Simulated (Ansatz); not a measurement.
Q: Name a neutral molecule of Cl, N, Si and H with HOMO energy (B3LYP/def2-TZVPP) between -7.40 and -7.10 eV and LUMO energy (PBE/def2-TZVPP) between -0.25 and 0.05 eV (Ansatz, PBE0-D4/def2-TZVP geometry).

A: `N[SiH2]N[SiH](N)Cl` (-7.35 eV, -0.23 eV). Other molecules can fit too; these were computed, each in one conformer that needn't be the lowest.

B3LYP here is the variant with VWN-RPA as its local correlation; programs differ in this.
